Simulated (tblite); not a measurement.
Isomers of C9H9P. Computed with GFN2-xTB (tblite): harmonic, unscaled wavenumbers at the GFN2-xTB geometry, gas phase. Against measured fundamentals such values can be off by several per cent, at times by over 20. Modes of hydrogen on phosphorus can be 10 to 20 % off. One conformer each.

Electronic energies: GFN2-xTB at the same geometries; isomer energies are rough at this level and their order can be wrong.

| SMILES | electronic energy, lowest = 0 (kJ/mol) |
| --- | --- |
| Cp1ccc2ccccc21 | 14.5 |
| C#Cc1pcc(C)cc1C | 167.9 |
| Cc1cc2ccccc2[pH]1 | 0.0 |
| C#Cc1ccc(CC)cp1 | 185.2 |

Q: How do GFN2-xTB zero-point energies change the relative energies?

A: 
```tsv
SMILES	ZPE (kJ/mol)	of it from modes above 1550 cm⁻¹	electronic (kJ/mol)	with ZPE, lowest = 0 (kJ/mol)	lowest mode (cm⁻¹)	rings
Cc1cc2ccccc2[pH]1	382.9	187.9	0.0	0.0	75	2
Cp1ccc2ccccc21	386.0	192.7	14.5	17.6	92	2
C#Cc1pcc(C)cc1C	380.2	178.5	167.9	165.3	29	1
C#Cc1ccc(CC)cp1	383.5	178.4	185.2	185.8	41	1
```

The zero-point energies span 5.8 kJ/mol, from `C#Cc1pcc(C)cc1C` to `Cp1ccc2ccccc21`. The order is unchanged.
